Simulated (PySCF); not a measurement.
## Correlation energy of F²⁺ (fluorine, charge +2)

[He] 2s1 2p3 3d1, high-spin 6D determinant (an excited configuration). Calculation: PySCF 2.14, in aug-cc-pCVTZ-DK; scalar relativity by spin-free X2C-1e. Frozen: nothing; 7 electrons correlated.

MP2 pair energies summed by pair of shells (mhartree):

```
 pair  energy  share (%)
1s-1s  -35.86       40.3
2p-2p  -23.00       25.9
1s-2p  -13.41       15.1
2p-3d   -6.73        7.6
2s-2p   -6.09        6.9
1s-2s   -2.96        3.3
2s-3d   -0.78        0.9
1s-3d   -0.06        0.1
```

Total MP2 correlation energy: -88.89 mhartree.

Same-spin part -42.25 and opposite-spin part -46.64 mhartree; SCS-MP2 scales them by 1/3 and 6/5 to -70.05 mhartree.
